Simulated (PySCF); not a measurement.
Compound: C₂H₅NSi.
Atom-mapped SMILES: `[CH:1]#[C:2][SiH2:3][NH2:4]` (hydrogens: H5 on C1; H6, H7 on Si3; H8, H9 on N4)

Method: PBE0-D3(BJ)/def2-SVP geometry optimisation, gas phase (PySCF); density fitting, grid level 1; the optimiser is geomeTRIC in internal coordinates, started from a GFN2-xTB structure.

Step 0: E = -11508.9918 eV
```
atom  x, y, z in Å  |  force x, y, z in eV/Å
C1      2.4415   -0.1193   -0.1181    0.717  -0.151   0.013
C2      1.2699    0.1484   -0.1533   -1.851   0.494  -0.059
Si3    -0.5519    0.5240   -0.1879    0.310  -0.771   0.114
N4     -1.5742   -0.8500    0.0148   -0.040   0.154  -0.025
H5      3.4697   -0.3441   -0.0897    0.935  -0.220   0.027
H6     -0.8766    1.0675   -1.5074   -0.029   0.365  -0.403
H7     -0.8467    1.4056    0.9425   -0.015   0.467   0.287
H8     -1.6330   -1.5284   -0.7272   -0.017  -0.209  -0.293
H9     -1.5845   -1.3222    0.9043   -0.009  -0.129   0.339
```

Step 1: E = -11509.0456 eV
```
atom  x, y, z in Å  |  force x, y, z in eV/Å
C1      2.4366   -0.1215   -0.1196    0.137  -0.004  -0.003
C2      1.2515    0.1558   -0.1539   -0.063  -0.055   0.017
Si3    -0.5647    0.5001   -0.1823    0.057   0.176  -0.037
N4     -1.5782   -0.8828    0.0180   -0.005  -0.011   0.010
H5      3.4881   -0.3567   -0.0903   -0.085   0.018  -0.006
H6     -0.8649    1.1324   -1.5013   -0.019  -0.075   0.025
H7     -0.8350    1.4688    0.9213   -0.024  -0.083  -0.001
H8     -1.6258   -1.5644   -0.7328    0.003   0.020   0.023
H9     -1.5934   -1.3504    0.9189    0.000   0.014  -0.030
```

Task: Estimate the geometry and energy of step 2. (The exact step hangs on the optimiser's Hessian estimate; all steps are aligned on step 1, rigid shifts and turns removed.)

Result: E = -11509.0475 eV, largest force 0.072 eV/Å
```
atom  x, y, z in Å  |  force x, y, z in eV/Å
C1      2.4387   -0.1229   -0.1193   -0.004   0.025  -0.008
C2      1.2529    0.1540   -0.1527   -0.007  -0.029   0.011
Si3    -0.5619    0.5047   -0.1832    0.026   0.065  -0.013
N4     -1.5758   -0.8771    0.0173   -0.018  -0.016   0.003
H5      3.4880   -0.3577   -0.0915    0.003  -0.004  -0.001
H6     -0.8701    1.1234   -1.5036    0.001  -0.018  -0.006
H7     -0.8427    1.4596    0.9260    0.000  -0.016   0.012
H8     -1.6231   -1.5586   -0.7327    0.000  -0.004   0.002
H9     -1.5918   -1.3441    0.9177   -0.001  -0.003   0.000
```

The energy changes by -0.0019 eV. The first-order estimate −F·Δx gives -0.0031 eV and the mean of the old and new forces, exact on a quadratic surface, -0.0019 eV. The step makes an angle of 59° with the force vector and moves no atom by more than 0.013 Å.

What follows is the cost of the whole optimisation. Hardware: an x86-64 server with one thread, shared host. Cost: 6.9 s.
